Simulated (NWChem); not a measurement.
AlBrF₂; SMILES [F][Al]([F])[Br]

```xyz
4

Al    -0.0049    -0.9447     0.0000
F      0.0026    -1.7874    -1.4161
F      0.0026    -1.7874     1.4161
Br     0.0005     1.2701     0.0000
```
Atoms are numbered in this order, from 1.

Coordinates come from a PBE0/def2-SVP optimisation.

Symmetry labels are those of Cs in the frame above (b1 and b2, or b-type labels, depend on it).

### Question
List the 4 lowest vertical singlet excitations from B3LYP/def2-SVPD, TDA (NWChem).

### Answer
```json
[
 {"state": "S1", "energy (eV)": "5.99", "oscillator strength": "0.021", "symmetry": "a\"", "leading excitation (squared amplitude)": "HOMO → LUMO (0.99)"},
 {"state": "S2", "energy (eV)": "6.17", "oscillator strength": "0.045", "symmetry": "a'", "leading excitation (squared amplitude)": "HOMO−1 → LUMO (0.99)"},
 {"state": "S3", "energy (eV)": "6.84", "oscillator strength": "0.000", "symmetry": "a\"", "leading excitation (squared amplitude)": "HOMO → LUMO+1 (1.00)"},
 {"state": "S4", "energy (eV)": "7.32", "oscillator strength": "0.009", "symmetry": "a'", "leading excitation (squared amplitude)": "HOMO−1 → LUMO+1 (0.81)"}
]
```
